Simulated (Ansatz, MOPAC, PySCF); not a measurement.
GeH4 (SMILES [GeH4]) and C2H6 (SMILES CC) are pulled apart as rigid monomers along the line of their centres of mass, from the B3LYP-D3(BJ)/def2-TZVP minimum. Starting geometry (charge 0, multiplicity 1):
```xyz
13

Ge    -0.1545     0.1485    -0.2464
H     -0.5052    -0.0597    -1.7277
H      0.4200    -1.1531     0.3312
H     -1.4220     0.5348     0.5293
H      0.8864     1.2701    -0.1198
C      0.5705     0.4814     3.4876
C     -0.3771    -0.6672     3.8204
H      1.0200     0.8999     4.3902
H      0.0484     1.2919     2.9754
H      1.3842     0.1505     2.8392
H      0.1457    -1.4762     4.3340
H     -0.8260    -1.0860     2.9181
H     -1.1901    -0.3352     4.4689
```

Interaction energies with rigid monomers; basis-set methods are counterpoise corrected unless marked otherwise.

Rows in 3-21G carry no dispersion term and start afresh at each structure; the Pople sets are all-electron and without relativity. The state that PM7 reach isn't checked; PM7 holds dispersion and hydrogen-bond terms.

The values were computed with Ansatz (a program for electronic structure); MOPAC for PM7 (differences of heats of formation); PySCF for 3-21G rows. Values without a source in brackets are computed.

```json
[
 {"Ge1···C6 (Å)": "3.44", "PM7 (meV)": "-45.8", "HF/3-21G (no counterpoise) (meV)": "77.1", "r2SCAN/def2-TZVPPD (meV)": "12.5", "B3LYP/3-21G (no counterpoise) (meV)": "32.1", "PBE0/def2-TZVPPD (meV)": "45.1"},
 {"Ge1···C6 (Å)": "3.82", "PM7 (meV)": "-49.6", "HF/3-21G (no counterpoise) (meV)": "-4.3", "r2SCAN/def2-TZVPPD (meV)": "-23.2", "B3LYP/3-21G (no counterpoise) (meV)": "-20.5", "PBE0/def2-TZVPPD (meV)": "-3.5"},
 {"Ge1···C6 (Å)": "4.38", "PM7 (meV)": "-28.0", "HF/3-21G (no counterpoise) (meV)": "-15.8", "r2SCAN/def2-TZVPPD (meV)": "-16.2", "B3LYP/3-21G (no counterpoise) (meV)": "-17.5", "PBE0/def2-TZVPPD (meV)": "-10.6"},
 {"Ge1···C6 (Å)": "5.32", "PM7 (meV)": "-8.1", "HF/3-21G (no counterpoise) (meV)": "-3.5", "r2SCAN/def2-TZVPPD (meV)": "-3.5", "B3LYP/3-21G (no counterpoise) (meV)": "-2.4", "PBE0/def2-TZVPPD (meV)": "-3.1"},
 {"Ge1···C6 (Å)": "6.84", "PM7 (meV)": "[?]", "HF/3-21G (no counterpoise) (meV)": "-0.1", "r2SCAN/def2-TZVPPD (meV)": "[?]", "B3LYP/3-21G (no counterpoise) (meV)": "0.0", "PBE0/def2-TZVPPD (meV)": "-0.2"}
]
```

Fill in the missing entries.


- 6.84, r2SCAN/def2-TZVPPD (meV): -0.2
- 6.84, PM7 (meV): -1.2
